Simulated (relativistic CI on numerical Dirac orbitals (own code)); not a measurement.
**Ir7+: 5d valence photoemission**

Computed with this model: Dirac-Coulomb-Breit CI, orbitals from a KLI potential per configuration, QED by a radiative potential, multiplet model of photoemission in the sudden approximation, unscaled Slater integrals; configurations [Xe] 4f14 5d2 → [Xe] 4f14 5d; 80 K; Lorentzian 0.3 eV and Gaussian 0.5 eV FWHM. Energies are those of the free ion, without screening or charge transfer. The energies are binding energies and can lie tens of eV above those of solids. S is read from ⟨S²⟩ = S(S + 1).

Field parameters in Wybourne normalisation: D3d B²₀ = −7Dσ, B⁴₀ = −14Dq − 21Dτ, B⁴₃ = −14√(10/7) Dq; D4h B²₀ = −7Ds, B⁴₀ = 21(Dq − Dt), B⁴₄ = 21√(5/14) Dq; Oh B⁴₀ = 21Dq, B⁴₄ = √(5/14) B⁴₀; Td as Oh with Dq negative (B⁴₀ = 21Dq, B⁴₄ = √(5/14) B⁴₀). The field is a parameter set, without covalency.

Computed curve for D3d, 10Dq = 23850, Dσ = 1070, Dτ = 160 cm⁻¹, scaled to 100 at the maximum (points under 2 are left out and the grid is thinned):

| Energy (eV) | Intensity |
| --- | --- |
| 104.4 | 2.2 |
| 104.5 | 2.5 |
| 104.6 | 2.9 |
| 104.7 | 3.4 |
| 104.8 | 4.0 |
| 104.9 | 4.9 |
| 105.0 | 6.2 |
| 105.1 | 8.1 |
| 105.2 | 11.1 |
| 105.3 | 16.0 |
| 105.4 | 23.8 |
| 105.5 | 35.3 |
| 105.6 | 50.4 |
| 105.7 | 67.1 |
| 105.8 | 82.1 |
| 105.9 | 92.8 |
| 106.0 | 98.4 |
| 106.1 | 100.0 |
| 106.2 | 98.0 |
| 106.3 | 91.6 |
| 106.4 | 80.0 |
| 106.5 | 64.4 |
| 106.6 | 47.8 |
| 106.7 | 33.3 |
| 106.8 | 22.6 |
| 106.9 | 15.7 |
| 107.0 | 11.6 |
| 107.1 | 9.5 |
| 107.2 | 8.6 |
| 107.3 | 8.5 |
| 107.4 | 8.5 |
| 107.5 | 8.3 |
| 107.6 | 7.6 |
| 107.7 | 6.5 |
| 107.8 | 5.2 |
| 107.9 | 4.0 |
| 108.0 | 3.1 |
| 108.1 | 2.4 |

The ground state has S = 0.96, and the centroid lies at 106.16 eV.
